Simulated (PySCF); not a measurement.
# Molecular orbitals of RuC

PBE at R = 1.607 Å; Ru def2-TZVPP with ECP28, C def2-TZVPP; scalar-relativistic core potentials (PySCF 2.14). State: ³Δ (triplet), unpaired electrons σ ↑, δ ↑. Only the outer orbitals are listed, counted within each symmetry, core potentials removing the inner ones.

| spin | orbital | occ. | ε (eV) | on Ru (%) | main shells (%) |
| --- | --- | --- | --- | --- | --- |
| α | 4σ | 1 | -13.90 | 27 | 71 C s, 21 Ru d |
| α | 2π | 1 | -8.26 | 69 | 68 Ru d, 30 C p |
| α | 2π | 1 | -8.26 | 69 | 68 Ru d, 30 C p |
| α | 5σ | 1 | -7.70 | 51 | 46 Ru d, 26 C p, 22 C s |
| α | 1δ | 1 | -6.65 | 100 | 100 Ru d |
| α | 1δ | 1 | -5.84 | 100 | 100 Ru d |
| α | 6σ | 1 | -4.76 | 83 | 71 Ru s, 17 C p |
| α | 3π | 0 | -2.88 | 57 | 43 C p, 36 Ru p, 20 Ru d |
| α | 3π | 0 | -2.88 | 57 | 43 C p, 36 Ru p, 20 Ru d |
| α | 7σ | 0 | -1.42 | 54 | 45 C p, 27 Ru p, 16 Ru d |
| β | 4σ | 1 | -13.92 | 22 | 75 C s, 18 Ru d |
| β | 2π | 1 | -7.86 | 60 | 59 Ru d, 39 C p |
| β | 2π | 1 | -7.86 | 60 | 59 Ru d, 39 C p |
| β | 5σ | 1 | -7.18 | 45 | 42 Ru d, 32 C p, 23 C s |
| β | 1δ | 1 | -5.19 | 100 | 100 Ru d |
| β | 1δ | 0 | -4.38 | 100 | 100 Ru d |
| β | 6σ | 0 | -3.65 | 83 | 70 Ru s, 17 C p, 8 Ru d |
| β | 3π | 0 | -2.37 | 54 | 46 C p, 30 Ru d, 24 Ru p |

Which are the highest filled and the lowest empty level, where do they sit, and how wide is the gap?

Highest filled α 6σ at -4.76 eV (in %: 71 Ru s, 17 C p); lowest empty β 1δ at -4.38 eV (in %: 100 Ru d); the gap at PBE is 0.38 eV.

```
bond order (Mayer)                              : 2.96
⟨S²⟩                                            : 2.016
charge on Ru (Mulliken, basis-dependent)        : 0.25
charge on Ru (Löwdin, basis-dependent)          : 0.18
dipole moment (positive dipole means Ru(−)C(+)) : -2.00 D
polarisability along the bond                   : 67.8 bohr³
polarisability across the bond                  : 55.8 bohr³
```

Spin–orbit coupling is left out. With d or f electrons several states lie close, and the lowest PBE0 determinant need not be the measured ground state.
